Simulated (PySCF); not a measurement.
AlCl2HSe, SMILES [Cl][Al]([Cl])[SeH]. Geometry: B3LYP-D3(BJ)/def2-SVP. The structure was generated by enumeration; whether it is a known compound was not checked. Other conformers were not sampled.

These are B3LYP-D3(BJ)/def2-SVP run with PySCF values and carry that method's errors.

Harmonic wavenumbers (cm⁻¹): 106, 131, 184, 242, 307, 550, 573, 648, 2408. Rotational constants (GHz): 2.154, 1.161, 0.7546; symmetry number 1.

Work out the zero-point energy and the ideal-gas rigid-rotor harmonic-oscillator thermochemistry at 298.15 K and 1 atm.

ZPE = ½ Σ hcν = ½ × 5148 cm⁻¹ = 30.79 kJ/mol. H − E(el) = 49.62 kJ/mol. Entropy in J/(mol K): translation 173.36, rotation 123.52, vibration 55.01, total 351.89. G − E(el) = -55.29 kJ/mol. Cp = 84.85 J/(mol K). Modes under 150 cm⁻¹ make the vibrational entropy uncertain.
